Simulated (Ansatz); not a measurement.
Steps of a relaxation of C2HCl3Si, SMILES `C#C[Si](Cl)(Cl)Cl` with RKS PBE-D4/def2-SVP.

```sh
$ ansatz run in.yaml --threads 4 --pin off --events-out ev --progress --plain --max-ram 10444MiB
```

```yaml
crystal:
  periodic: [false, false, false]
  atoms:
    - {symbol: C, position_ang: [1.431600, -1.471300, 0.662000]}
    - {symbol: C, position_ang: [0.580700, -0.613700, 0.274000]}
    - {symbol: Si, position_ang: [-0.682500, 0.651100, -0.319100]}
    - {symbol: Cl, position_ang: [-2.259100, -0.213600, -1.056500]}
    - {symbol: Cl, position_ang: [0.112800, 1.827200, -1.797400]}
    - {symbol: Cl, position_ang: [-1.241100, 1.900500, 1.203900]}
    - {symbol: H, position_ang: [2.118800, -2.148200, 0.987400]}
basis:
  gaussian: {orbitals: def2-SVP}
hamiltonian: {xc: pbe, dispersion: d4}
relax: {f_tol: 0.03, max_steps: 200}
```

Positions (Å) and forces (eV/Å) along the path, 5 of 5 steps:

```xyz
7
step=1 energy=-47500.2032 eV
C     1.432   -1.471    0.662   -4.481    4.511   -2.046
C     0.581   -0.614    0.274    1.572   -1.573    0.717
Si   -0.682    0.651   -0.319    2.750    0.320    1.152
Cl   -2.259   -0.214   -1.056   -2.193   -1.383   -0.925
Cl    0.113    1.827   -1.797    0.305    0.100   -0.163
Cl   -1.241    1.901    1.204    0.014    0.053    0.319
H     2.119   -2.148    0.987    2.034   -2.028    0.945
7
step=2 energy=-47500.5563 eV
C     1.374   -1.399    0.636   -0.316    0.348   -0.125
C     0.556   -0.567    0.256   -0.403    0.313   -0.239
Si   -0.677    0.668   -0.337    0.718   -0.298    0.370
Cl   -2.326   -0.324   -1.050   -0.039    0.090   -0.073
Cl    0.231    1.813   -1.801   -0.234   -0.090    0.101
Cl   -1.189    1.857    1.272   -0.057   -0.021   -0.184
H     2.092   -2.115    0.979    0.330   -0.341    0.149
7
step=3 energy=-47500.5814 eV
C     1.378   -1.405    0.637    0.078   -0.046    0.062
C     0.561   -0.572    0.259   -0.223    0.186   -0.117
Si   -0.653    0.659   -0.317    0.152   -0.078    0.070
Cl   -2.316   -0.296   -1.062    0.000    0.002    0.004
Cl    0.193    1.809   -1.802   -0.027   -0.010    0.026
Cl   -1.205    1.868    1.256    0.004   -0.021   -0.042
H     2.103   -2.131    0.983    0.015   -0.032   -0.004
7
step=4 energy=-47500.5826 eV
C     1.377   -1.402    0.641   -0.015    0.014   -0.005
C     0.560   -0.570    0.256    0.035   -0.037    0.015
Si   -0.648    0.658   -0.317    0.015   -0.014    0.007
Cl   -2.311   -0.299   -1.059   -0.003    0.001   -0.001
Cl    0.189    1.813   -1.800   -0.001    0.003   -0.002
Cl   -1.204    1.868    1.252   -0.002    0.003    0.001
H     2.099   -2.136    0.981   -0.029    0.030   -0.013
7
step=5 energy=-47500.5827 eV
C     1.377   -1.401    0.641    0.007   -0.008    0.004
C     0.560   -0.570    0.255   -0.008    0.008   -0.004
Si   -0.647    0.657   -0.317   -0.002    0.002   -0.001
Cl   -2.311   -0.299   -1.059   -0.002   -0.001   -0.001
Cl    0.188    1.813   -1.800    0.001    0.002   -0.002
Cl   -1.203    1.867    1.253   -0.001    0.002    0.002
H     2.097   -2.134    0.982    0.005   -0.005    0.003
```

It took 4.9 s on 4 threads of an Arm Neoverse V2 on a shared host, with 0.15 GiB of host memory at the peak.
